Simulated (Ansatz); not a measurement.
Consider the redistribution: `C[O][GeH]([SH])[Cl]` + `N[SiH](O)Cl` → `[SH][GeH]([Cl])[Cl]` + `CO[SiH](N)O`.

Calculated with Ansatz (gas phase, PBE0-D4/def2-TZVP geometries, no zero-point term in ΔE). CCSD(T)/CBS adds triple-zeta CCSD(T) − MP2 to the extrapolated MP2 energy (def2 sets, frozen cores). DFT in def2-TZVPP. B3LYP here is the variant with VWN-RPA as its local correlation; programs differ in this. For Ge outer-core shells are correlated without core-valence functions, which leaves a few kJ/mol of doubt a bond. Scalar relativity is left out up to krypton. Each species was taken in one conformer, which may not be the lowest.

(1) Is it downhill or uphill in electronic energy at CCSD(T)/CBS, and by how much? (An estimate is asked.)

(2) What do these levels give: r2SCAN-D4, B3LYP-D4, ωB97M-V, MP2/def2-TZVPP, CCSD/def2-TZVPP, CCSD(T)/def2-TZVPP? (Estimate.)

Largest T1 diagnostic among the species: 0.011.

Results:

(1) The calculation gave: Downhill: ΔE = -29.0 kJ/mol.

(2) The calculation gave: r2SCAN-D4 -28.8, B3LYP-D4 -32.5, ωB97M-V -30.5, MP2/def2-TZVPP -27.3, CCSD/def2-TZVPP -32.2, CCSD(T)/def2-TZVPP -29.6 kJ/mol.

From PBE to PBE0 (25 % exact exchange), in def2-TZVPP and without D4, ΔE moves by −4.1 kJ/mol. In def2-TZVPP, CCSD(T) changes the Hartree–Fock value by +12.9 kJ/mol (the triples alone add +2.6 kJ/mol) and MP2 by +15.1 kJ/mol.
